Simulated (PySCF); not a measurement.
**Polarisability and C₆ of Pt (platinum, neutral)**

[Xe] 4f14 5d9 6s1, high-spin 3D determinant. Computed with PySCF 2.14 in x2c-TZVPPall with one added diffuse shell each of s, p, d, f type (12s8p8d4f1g, 113 functions), with scalar relativity by spin-free X2C-1e. Coupled (time-dependent) response in atomic units; α is the mean over directions.

| method | mean α (bohr³) | α xx, yy, zz | C₆ (like pair) | S(−4) |
| --- | --- | --- | --- | --- |
| PBE0 | 40.21 | 39.76, 39.76, 41.10 | 382.6 | 730.0 |

S(−4) is the Cauchy moment in α(ω) = α(0) + S(−4) ω² + …

Reference α: 48 ± 4 bohr³ (recommended; Schwerdtfeger and Nagle, table of static dipole polarizabilities (2023 update)). Published C₆: 470.0 (Gould and Bucko (2016)).

Spin-orbit coupling is absent.

α(iu) at PBE0:

```
u (hartree)  α(iu) (bohr³)
          0          40.21
     0.0500          38.50
      0.100          34.42
      0.200          25.62
      0.300          19.43
      0.500          12.67
      0.750          8.566
       1.00          6.293
       1.50          3.898
       2.00          2.682
       3.00          1.502
       5.00         0.6672
```

The components differ because the open shell of this determinant is not spherical; for a pure term their mean is the scalar polarisability.

Spin-orbit coupling, absent here, splits the open shell strongly.
